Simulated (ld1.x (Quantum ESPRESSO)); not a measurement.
## What the settings do to the TM semilocal potential of gallium

Base potential:

* Element: gallium (Ga)
* Generator: ld1.x (Quantum ESPRESSO) 7.5
* Type: norm-conserving Troullier–Martins (semilocal form)
* Functional: PBE
* Relativity: scalar-relativistic
* Frozen core: [Ar]
* Valence charge: 13
* Reference configuration: 3d10 4s2 4p1
* Partial waves: 4p (bound): rc 2.15 bohr; 3d (bound): rc 0.60 bohr; 4s (bound): rc 1.65 bohr
* Local potential: the s channel
* Core correction: none

All-electron outer shells of the reference configuration (PBE, scalar-relativistic, ld1.x):

| shell | level (eV) | outermost node (bohr) | outermost maximum (bohr) |
| --- | --- | --- | --- |
| 3s | -148.13 | 0.27 | 0.56 |
| 3p | -98.86 | 0.24 | 0.56 |
| 3d | -19.15 | – | 0.53 |
| 4s | -8.95 | 0.81 | 1.90 |
| 4p | -2.58 | 0.87 | 2.53 |

Cutoffs, loose and tight: the cutoffs (Ry, on a coarse ladder) from which the occupation-weighted sum of valence levels, in a spherical-Bessel basis at the reference potential, stays within 10 and 1 mRy of its value at 400 Ry. They do not see the model core or the augmentation charge, which bear on the density cutoff. Test errors are all-electron minus pseudo excitation energies from the reference, over the configurations 3d10 4s2 4p0; 3d10 4s1 4p0; 3d10 4s0 4p0; 3d9 4s2 4p1; 3d9 4s2 4p2; 3d10 4s1 4p2; 3d10 4s2 4p1.3. A dash means not determined; rows that change the core or the reference have their own tests. The largest error is taken over the tests solved by every variant that gives reliable tests at all: 3d10 4s0 4p0; 3d10 4s1 4p0; 3d10 4s1 4p2; 3d10 4s2 4p0; 3d10 4s2 4p1.3.

A true bound ghost makes a file unfit for plane-wave use even where its test errors are small: the radial tests pick states by their node count and pass the ghost by. Where a test does run into it, the solver fails or the error is huge.

Cutoffs are not given where the Bessel-basis levels miss the radial ones by over 6 mRy, ghosts where they miss by over 20 mRy; a channel whose overlap is not positive is not tested.

In the semilocal form every listed channel keeps its own potential, so the choice of the local channel does not act on these tests. It acts once the file is put into the separable form.

A semilocal file is local in each channel, so a ghost entry of none says nothing of the separable form that plane-wave codes build from it.

```tsv
change	outcome	cutoff, loose	cutoff, tight	bound ghosts	largest test error (meV)
base	generated	–	–	not determined	+86
wave 4p (bound): rc 2.15 bohr becomes 4p (bound): rc 2.78 bohr	generated	–	–	not determined	+73
core correction a·sin(br)/r model core inside 0.70 bohr	generated	–	–	not determined	-74
wave 4s (bound): rc 1.65 bohr becomes 4s (bound): rc 1.08 bohr	generated	–	–	s (extra level of the local part)	+111
all radii scaled by about 0.88 (s 1.46, p 1.90, d 0.52 bohr)	generated	–	–	not determined	+94
core [Ar] 3d10, valence charge 3; reference 4s2 4p1; waves now 4p (bound): rc 1.80 bohr; 4s (bound): rc 1.30 bohr	generated	45 Ry	140 Ry	none	+123
reference 3d10 4s1.5 4p1.5	generated	–	–	not determined	-288
wave 3d (bound): rc 0.60 bohr becomes 3d (bound): rc 0.42 bohr	generated	–	–	not determined	+86
core correction a·sin(br)/r model core inside 0.74 bohr	generated	–	–	not determined	-74
wave 3d (bound): rc 0.60 bohr becomes 3d (bound): rc 0.68 bohr	generated	–	–	not determined	+86
```

What comes out with this change to the base: functional LDA (PZ)?

outcome: generated; bound ghosts: not determined; largest test error (meV): -1.6.

What comes out with this change to the base: all radii scaled by about 1.34 (s 2.20, p 2.88, d 0.80 bohr)?

outcome: generated; bound ghosts: none; largest test error (meV): +48.

What comes out with this change to the base: type ultrasoft, which also changes the form from semilocal to separable; waves now 4s (bound): rcut 1.45, rcutus 1.65 bohr; 4s channel at -0.2 Ry: rcut 1.45, rcutus 1.65 bohr; 4p (bound): rcut 1.85, rcutus 2.15 bohr; 4p channel at 0.8 Ry: rcut 1.85, rcutus 2.15 bohr; 3d (bound): rcut 0.50, rcutus 0.60 bohr; 3d channel at -0.7 Ry: rcut 0.50, rcutus 0.60 bohr; local potential all-electron potential smoothed inside 1.55 bohr (lloc = -1); augmentation PSQ, radius 0.55 bohr?

outcome: generated; cutoff, loose: 300 Ry; cutoff, tight: over 300 Ry; bound ghosts: none; largest test error (meV): +151.
